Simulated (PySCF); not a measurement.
Compound: C4H8Si.
SMILES: `C(C#CC)[SiH3]`

The closed-shell ground state was solved at several levels (PySCF, density fitting, gas phase, non-relativistic). Geometry: PBE0-D3(BJ)/def2-SVP; no solvent, vibrations or thermal averaging.

```csv
level,basis functions,total energy (Eh),HOMO (eV),LUMO (eV),gap (eV),dipole (D)
HF/pcSseg-2,299,-445.0691,-9.55,2.54,12.09,0.43
BHandHLYP/def2-SVPD,168,-446.3662,-8.02,0.94,8.96,0.48
PBE0/6-31+G*,110,-446.3283,-6.92,0.04,6.96,0.49
PBE0/def2-TZVPD,263,-446.4117,-6.96,0.12,7.08,0.55
wB97X-D/pcSseg-2,299,-446.6832,-8.78,1.98,10.76,0.49
PBE0/cc-pVTZ,266,-446.4104,-6.93,0.71,7.64,0.56
PBE0/def2-SVPD,168,-446.1502,-6.99,0.40,7.39,0.54
B97-D/pcSseg-2,299,-446.6149,-5.78,-0.29,5.49,0.56
```

Question: Estimate the row for LC-wPBE/pcSseg-2, a basis of 299 functions; the other rows only guide the guess.

Answer: Total energy -446.5419 Eh, HOMO -9.64 eV, LUMO 2.19 eV, gap 11.83 eV, dipole 0.46 D.

Question: Over all these levels, which gives the widest orbital gap and which the narrowest?

Answer: HF/pcSseg-2 (Hartree–Fock, all exact exchange) has the widest, 12.09 eV, and B97-D/pcSseg-2 (GGA) the narrowest, 5.49 eV. The two share the basis. From the narrowest to the widest the HOMO moves by -3.77 eV and the LUMO by +2.83 eV.

Question: How much does the basis alone move the frontier levels among the 4 PBE0 rows?

Answer: The HOMO by 0.07 eV and the LUMO by 0.67 eV. By rising basis size (HOMO, LUMO in eV): 6-31+G* -6.92, 0.04; def2-SVPD -6.99, 0.40; def2-TZVPD -6.96, 0.12; cc-pVTZ -6.93, 0.71.

Question: How far do the dipole and the HOMO energy spread over the levels?

Answer: The dipole runs from 0.43 to 0.56 D (mean 0.51 D) and the HOMO from -9.64 to -5.78 eV.

B97-D and wB97X-D is run here without its empirical dispersion term; that term would change no orbital, density or response property at a fixed geometry.
